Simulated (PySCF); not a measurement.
Some computed properties have been withheld. Give your best values.

C10H15N.
Atom-mapped SMILES: `[CH3:1][CH2:2][N:3]([CH2:4][CH3:5])[c:6]1[cH:7][cH:8][cH:9][cH:10][cH:11]1` (hydrogens: H12, H13, H14 on C1; H15, H16 on C2; H17, H18 on C4; H19, H20, H21 on C5; H22 on C7; H23 on C8; H24 on C9; H25 on C10; H26 on C11)

Conformer (atom-mapped SMILES and torsion angles): `[CH3:1][CH2:2][N:3]([CH2:4][CH3:5])[c:6]1[cH:7][cH:8][cH:9][cH:10][cH:11]1`: C1–C2–N3–C4 91°, C2–N3–C4–C5 93°, C2–N3–C6–C7 5°.

| property | level | value |
| --- | --- | --- |
| point group | PBE0-D3(BJ)/def2-SVP | ? |
| rotational constants A, B, C | PBE0-D3(BJ)/def2-SVP | ? |
| dipole moment | CAM-B3LYP/def2-SVPD | 2.09 D |
| HOMO energy | CAM-B3LYP/def2-SVPD | -6.58 eV |
| LUMO energy | CAM-B3LYP/def2-SVPD | 1.07 eV |
| lowest singlet excitation | TDDFT CAM-B3LYP/def2-SVPD | ? |
| strongest line among the 10 lowest singlet transitions | TDDFT CAM-B3LYP/def2-SVPD | S10 at 6.70 eV (185 nm, f = 0.591) |
| lowest triplet excitation (Tamm–Dancoff) | TDA CAM-B3LYP/def2-SVPD | 3.81 eV |
| static isotropic polarisability | CAM-B3LYP/def2-SVPD | 129.6 au |
| electronic spatial extent ⟨r²⟩ about the centre of nuclear charge | CAM-B3LYP/def2-SVPD | ? |
| 13C chemical shifts (computed TMS as zero) by class | GIAO PBE0/pcSseg-1 | ? |
| 1H chemical shifts (computed TMS as zero) by class | GIAO PBE0/pcSseg-1 | 7.26 (H23/H25), 6.68 (H24), 6.51 (H22/H26), 3.11 (H15/H16/H17/H18), 1.09 (H12/H13/H14/H19/H20/H21) ppm |
| isotropic shieldings of nuclei other than C and H, by class | GIAO PBE0/pcSseg-1 | ? |
| largest of the computed one-bond spin–spin couplings (means over like bonds) | B3LYP/pcJ-1, spin–dipole term left out | ? |

The electronic properties come from PySCF, for the isolated species, density fitting. Isolated species at its PBE0-D3(BJ)/def2-SVP geometry (one conformer only). NMR classes are plain means over equivalent atoms (diastereotopic ones count apart unless rotation or inversion swaps them), as if these changed places fast; in this geometry the members of some classes differ.

(1) What is the electronic spatial extent ⟨r²⟩ about the centre of nuclear charge?

(2) Give the rotational constants A, B, C.

(3) What is the lowest singlet excitation?

(4) What are the 13C chemical shifts (computed TMS as zero) by class?

(5) What are the isotropic shieldings of nuclei other than C and H, by class?

(6) Give the point group.

(7) What are the largest of the computed one-bond spin–spin couplings (means over like bonds)?

## Answers

(1) 2011 bohr².

(2) 1.668, 0.826, 0.595 GHz.

(3) 4.64 eV (267 nm, f = 0.042).

(4) 150.0 (C6), 135.2 (C8/C10), 119.5 (C9), 113.0 (C7/C11), 44.1 (C2/C4), 11.6 (C1/C5) ppm.

(5) 173 (N3) ppm.

(6) C2.

(7) 13C–1H +169.5 (C9–H24), 13C–1H +163.3 (C8–H23 and 1 like it), 13C–1H +162.9 (C7–H22 and 1 like it), 13C–1H +138.2 (C2–H15 and 3 like it), 13C–1H +132.9 (C1–H12 and 5 like it) Hz.

The vertical singlet–triplet gap S1 − T1 is 0.83 eV (TDDFT singlet less Tamm–Dancoff triplet). In wavenumbers S1 is 37400 cm⁻¹ (1 eV = 8065.54 cm⁻¹). The principal polarisabilities are 89.4, 133.6 and 165.9 au; their mean is the isotropic value. A dipole of 2.09 D is allowed in C2, and pure rotational transitions are dipole-allowed. The polarisability is 19.21 Å³ as a volume (1 au = 0.148185 Å³), or 1.58 au for each of the 82 electrons.

For the spin–spin coupling job (B3LYP/pcJ-1), on Intel Xeon Platinum 8259CL at 2.50 GHz, 2 threads, shared host with 64 logical CPUs at a one-minute load of 17, this took 2.4 min wall, 5.2 min CPU and 3.6 GiB of memory at its peak.
